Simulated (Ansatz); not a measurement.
Basis sets compared for SiBrH3 (SiH₃Br). The state is a singlet with charge 0. Geometry PBE-D4/def2-TZVP. Ansatz on 4 threads of Arm Neoverse V2 on a shared host; times are rough, and most runs start from earlier orbitals.

```xyz
5

Si   -0.149    0.067   -0.022
Br    1.873   -0.837    0.276
H    -1.173   -0.902    0.465
H    -0.334    0.337   -1.477
H    -0.217    1.336    0.758
```

Binding counts from free atoms (Si triplet, Br doublet, H doublet) in the same basis, without a counterpoise term.

| level | functions | energy (Eh) | HOMO (eV) | LUMO (eV) | binding per atom (eV) | wall time |
| --- | --- | --- | --- | --- | --- | --- |
| PBE-D4/def2-SVP | 65 | -2864.5329 | -7.01 | -1.03 | 2.75 | 0.3 s |
| PBE0-D4/def2-SVP | 65 | -2864.6569 | -8.34 | -0.14 | 2.75 | 0.4 s |

**Question.** Estimate the rows for PBE-D4/def2-TZVP, PBE0-D4/def2-TZVP (with forces).

**Answer.** 
```tsv
level	functions	energy (Eh)	HOMO (eV)	LUMO (eV)	binding per atom (eV)	wall time
PBE-D4/def2-TZVP	103	-2864.9515	-7.20	-1.31	2.77	0.4 s
PBE0-D4/def2-TZVP (with forces)	103	-2865.0739	-8.47	-0.42	2.77	0.9 s
```
